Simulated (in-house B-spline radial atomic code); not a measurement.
Successive ionisation energies of europium; each step leads to the configuration of the next row (after the last: [Ne] 3s2 3p6). NIST's values go from ground level to ground level; the uncertainty of those that are theory runs from under 0.1 % in few-electron ions to several per cent in heavy many-electron ones. Computed with an all-electron radial atomic-structure program (B-spline basis): non-relativistic Hartree-Fock, average of the configuration, point nuclei.

This level leaves out relativity, spin-orbit splitting included, which matters for heavy ions.

```json
{"ion": "Eu27+", "configuration": "[Ar] 3d10 4s2 4p6", "ionisation energy (eV)": "1031.5", "tabulated value (eV)": "1037", "tabulated kind": "tabulated theory", "computed minus tabulated (eV)": "-5", "highest orbital": "4p", "largest mean radius (bohr)": "0.54426"}
{"ion": "Eu28+", "configuration": "[Ar] 3d10 4s2 4p5", "ionisation energy (eV)": "1073.5", "tabulated value (eV)": "1078", "tabulated kind": "tabulated theory", "computed minus tabulated (eV)": "-5", "highest orbital": "4p", "largest mean radius (bohr)": "0.53996"}
{"ion": "Eu29+", "configuration": "[Ar] 3d10 4s2 4p4", "ionisation energy (eV)": "1115.9", "tabulated value (eV)": "1124", "tabulated kind": "tabulated theory", "computed minus tabulated (eV)": "-8", "highest orbital": "4p", "largest mean radius (bohr)": "0.53605"}
{"ion": "Eu30+", "configuration": "[Ar] 3d10 4s2 4p3", "ionisation energy (eV)": "1158.8", "tabulated value (eV)": "1167", "tabulated kind": "tabulated theory", "computed minus tabulated (eV)": "-8", "highest orbital": "4p", "largest mean radius (bohr)": "0.53222"}
{"ion": "Eu31+", "configuration": "[Ar] 3d10 4s2 4p2", "ionisation energy (eV)": "1202.1", "tabulated value (eV)": "1249", "tabulated kind": "tabulated theory", "computed minus tabulated (eV)": "-47", "highest orbital": "4p", "largest mean radius (bohr)": "0.52885"}
{"ion": "Eu32+", "configuration": "[Ar] 3d10 4s2 4p1", "ionisation energy (eV)": "1245.9", "tabulated value (eV)": "1296", "tabulated kind": "tabulated theory", "computed minus tabulated (eV)": "-50", "highest orbital": "4p", "largest mean radius (bohr)": "0.52584"}
{"ion": "Eu33+", "configuration": "[Ar] 3d10 4s2", "ionisation energy (eV)": "1347.1", "tabulated value (eV)": "1406", "tabulated kind": "tabulated theory", "computed minus tabulated (eV)": "-59", "highest orbital": "4s", "largest mean radius (bohr)": "0.52287"}
{"ion": "Eu34+", "configuration": "[Ar] 3d10 4s1", "ionisation energy (eV)": "1393.6", "tabulated value (eV)": "1456.06", "tabulated kind": "semi-empirical", "computed minus tabulated (eV)": "-62", "highest orbital": "4s", "largest mean radius (bohr)": "0.51932"}
{"ion": "Eu35+", "configuration": "[Ar] 3d10", "ionisation energy (eV)": "2509.8", "tabulated value (eV)": "2495", "tabulated kind": "tabulated theory", "computed minus tabulated (eV)": "15", "highest orbital": "3d", "largest mean radius (bohr)": "0.2592"}
{"ion": "Eu36+", "configuration": "[Ar] 3d9", "ionisation energy (eV)": "2612.0", "tabulated value (eV)": "2591", "tabulated kind": "tabulated theory", "computed minus tabulated (eV)": "21", "highest orbital": "3d", "largest mean radius (bohr)": "0.25764"}
{"ion": "Eu37+", "configuration": "[Ar] 3d8", "ionisation energy (eV)": "2715.7", "tabulated value (eV)": "2697", "tabulated kind": "tabulated theory", "computed minus tabulated (eV)": "19", "highest orbital": "3d", "largest mean radius (bohr)": "0.25608"}
{"ion": "Eu38+", "configuration": "[Ar] 3d7", "ionisation energy (eV)": "2820.9", "tabulated value (eV)": "2807", "tabulated kind": "tabulated theory", "computed minus tabulated (eV)": "14", "highest orbital": "3d", "largest mean radius (bohr)": "0.25454"}
{"ion": "Eu39+", "configuration": "[Ar] 3d6", "ionisation energy (eV)": "2927.7", "tabulated value (eV)": "2914", "tabulated kind": "tabulated theory", "computed minus tabulated (eV)": "14", "highest orbital": "3d", "largest mean radius (bohr)": "0.25301"}
{"ion": "Eu40+", "configuration": "[Ar] 3d5", "ionisation energy (eV)": "3035.9", "tabulated value (eV)": "3022", "tabulated kind": "tabulated theory", "computed minus tabulated (eV)": "14", "highest orbital": "3d", "largest mean radius (bohr)": "0.25149"}
{"ion": "Eu41+", "configuration": "[Ar] 3d4", "ionisation energy (eV)": "3145.7", "tabulated value (eV)": "3168", "tabulated kind": "tabulated theory", "computed minus tabulated (eV)": "-22", "highest orbital": "3d", "largest mean radius (bohr)": "0.24999"}
{"ion": "Eu42+", "configuration": "[Ar] 3d3", "ionisation energy (eV)": "3256.9", "tabulated value (eV)": "3279", "tabulated kind": "tabulated theory", "computed minus tabulated (eV)": "-22", "highest orbital": "3d", "largest mean radius (bohr)": "0.2485"}
{"ion": "Eu43+", "configuration": "[Ar] 3d2", "ionisation energy (eV)": "3369.7", "tabulated value (eV)": "3398", "tabulated kind": "tabulated theory", "computed minus tabulated (eV)": "-28", "highest orbital": "3d", "largest mean radius (bohr)": "0.24702"}
{"ion": "Eu44+", "configuration": "[Ar] 3d1", "ionisation energy (eV)": "3483.9", "tabulated value (eV)": "3510", "tabulated kind": "tabulated theory", "computed minus tabulated (eV)": "-26", "highest orbital": "3d", "largest mean radius (bohr)": "0.24555"}
```

(1) Where is the largest jump?

Answers

(1) From Eu34+ to Eu35+, by a factor of 1.80 (1393.6 to 2509.8 eV); the highest orbital goes from 4s to 3d.
